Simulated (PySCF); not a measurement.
Vibration and rotation of SrF⁺

RHF-CCSD(T) constants of SrF⁺, ¹Σ⁺ (singlet), closed shell (basis Sr def2-SVP with ECP28, F def2-SVP; scalar-relativistic core potentials; PySCF 2.14; masses 87.9056 and 18.9984 u):

```
ωe              : 591.8 cm⁻¹
ωexe            : 2.0 cm⁻¹
Be              : 0.25513 cm⁻¹
αe              : 0.00131 cm⁻¹
D (centrifugal) : 1.9e-07 cm⁻¹
De to Sr⁺ + F   : 5.03 eV
```

**Question.** Give the band origin of the fundamental and the first lines of its P and R branches.

**Answer.** ν0 = ωe − 2ωexe = 587.8 cm⁻¹, B0 = 0.25448, B1 = 0.25317 cm⁻¹.

```
J″  P(J″) − ν0  R(J″) − ν0
 0                   0.506
 1      -0.509       1.010
 2      -1.021       1.511
 3      -1.535       2.010
 4      -2.051       2.505
 5      -2.571       2.999
 6      -3.093       3.489
```

**Question.** Near which J would the R branch turn back, without centrifugal distortion?

**Answer.** At J ≈ (B0 + B1)/(2(B0 − B1)) − 1 ≈ 190.

Correlated steps freeze 1 core orbital. Correlated levels converge slowly with the basis: in double zeta they bind strong bonds too weakly, by up to about 1 eV, and carry superposition errors of some tenths. For an ion De counts to the pair picked by the measured ionisation energies or electron affinities, which need not be the lowest pair at this level. Where the molecule has an RHF reference, its open-shell atoms are computed with UHF.
